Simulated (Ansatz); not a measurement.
Ansatz (a quantum-chemistry and plane-wave program) input file for CLiN, SMILES [C][N][Li] (connectivity only; charge and spin as stated), neutral, multiplicity 1, PBE0/def2-TZVPD. Geometry: PBE-D3(BJ)/def2-TZVPD.

Ansatz 0.2 input:
```yaml
crystal:
  periodic: [false, false, false]
  atoms:
    - {symbol: Li, position_ang: [0.00000000, 0.00000000, 1.88156270]}
    - {symbol: C, position_ang: [0.00000000, 0.00000000, -1.07093362]}
    - {symbol: N, position_ang: [0.00000000, 0.00000000, 0.11155909]}
basis:
  gaussian:
    orbitals: def2-TZVPD
hamiltonian:
  xc: {name: PBE0}
```

It prints:

```
WARN ansatz: RAYON_NUM_THREADS=1 ignored (pool sized by the plan → 1); use --threads N
Functional definition: PBE0
integrals: 0.02 GiB planned
518 factors; their error is unknown
mean field: 0.19 GiB planned
mean field evaluation 1: about -2722.9343 eV, gradient 5.4e1 eV
mean field evaluation 2: about -2713.6894 eV, gradient 8.0e1 eV
mean field evaluation 4: about -2728.7056 eV, gradient 5.1e0 eV
mean field evaluation 8: about -2728.7799 eV, gradient 9.0e-3 eV
mean field -2728.77988733 eV, -100.2808112259 hartree, gradient 1.2e-5 eV, S^2 0.000000; 0 other end points of the search recorded, 0 dependent functions left out
reference -2728.77993414 eV, -100.2808129463 hartree; 8, 8 occupied and 83, 83 virtual orbitals, 518 factors
Total energy: -2728.77993414 eV, -100.2808129463 hartree
```

Self-consistency was reached.

Cost: roughly 0.8 core-seconds.
